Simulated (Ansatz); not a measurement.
Basis-set extrapolation for C2H6BClO (`COB(C)Cl`) (PBE0-D4/def2-TZVP geometry, frozen core, Ansatz 0.2.0). Multiplicity 1, RHF reference.

```csv
,def2-TZVPP,def2-QZVPP
HF,-638.459002,-638.480234
MP2 correlation,-0.873618,-0.940723
CCSD(T) correlation,-0.957427,not run
```

Energies in hartree. Use E(X) = E(∞) + A·exp(−7.88·√X) for Hartree–Fock and E(X) = E(∞) + B·X^(−2.97) for correlation, with X = 3 and 4, and add CCSD(T) minus MP2 of the smaller set to the MP2 limit.

What is the CCSD(T) energy at the basis-set limit?

HF limit: -638.480234 + (-0.021232) × 0.13774 = -638.48316. MP2 limit: -0.940723 + (-0.067105) × 0.74074 = -0.99043. Higher-order term: -0.957427 − (-0.873618) = -0.08381. Total: -639.55740 hartree, 88.5 kcal/mol below CCSD(T)/def2-TZVPP.
